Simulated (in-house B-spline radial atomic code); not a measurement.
## Ionising Bi IV (Bi3+) with different functionals

Computed with a B-spline radial code for spherical atoms: scalar-relativistic (spin-free X2C) Hamiltonian, Fermi nucleus of rms radius 5.5211 fm, spin-polarised at highest spin, spherical fractional occupations for the functionals, the average over the highest-spin determinants for Hartree-Fock. The ionisation energy is the difference of two self-consistent energies, [Xe] 4f14 5d10 6s2 → [Xe] 4f14 5d10 6s1, without Breit or QED terms; ε is the level of the shell that loses the electron (its least bound occupied spin orbital). There is no spin-orbit coupling in this Hamiltonian.

```
           method                    rung  ΔSCF (eV)  -ε(6s) (eV)
     Hartree-Fock            Hartree-Fock      42.56        42.90
    HF fractional            Hartree-Fock      42.56        42.90
         LDA VWN5                     LDA      45.59        40.39
         LDA PW92                     LDA      45.59        40.39
LDA exchange-only                     LDA      44.05        38.97
              PBE                     GGA      45.06        39.91
           PBEsol                     GGA      45.10        40.00
             BLYP                     GGA      45.17        39.94
             RPBE                     GGA      44.88        39.75
             PW91                     GGA      45.18        40.03
             BP86                     GGA      45.21        40.11
             AM05                     GGA      45.08        39.98
             OLYP                     GGA      44.79        39.68
             TPSS                meta-GGA      44.74        39.73
             SCAN                meta-GGA      44.94        40.34
           r2SCAN                meta-GGA      44.75        40.09
          revTPSS                meta-GGA      44.69        39.73
             PBE0           global hybrid      44.68        40.93
            B3LYP           global hybrid      45.05        40.93
            TPSSh           global hybrid      44.62        40.16
        BHandHLYP           global hybrid      44.44        41.94
          r2SCAN0           global hybrid      44.53        41.13
            B97-1           global hybrid      44.83        40.70
            HSE06  range-separated hybrid      44.70        40.54
            wB97X  range-separated hybrid      44.57        43.29
        CAM-B3LYP  range-separated hybrid      44.95        42.52
          LC-wPBE  range-separated hybrid      44.53        43.67
```

Task: Among the functionals, which spreads more, the ΔSCF values or the orbital energies?

Result: The orbital energies: ΔSCF values span about 1.54 eV and the orbital energies 4.70 eV.

Task: How do they compare with the NIST value?

Result: NIST lists 45.37 eV ± 0.06 (measured, ground level to ground level). Errors run from -2.81 to +0.22 eV; BP86 is closest (-0.16 eV), though others lie within the uncertainty of it, and part of that can be cancellation, since the calculations leave out Breit-QED terms. Hartree-Fock also lacks correlation.
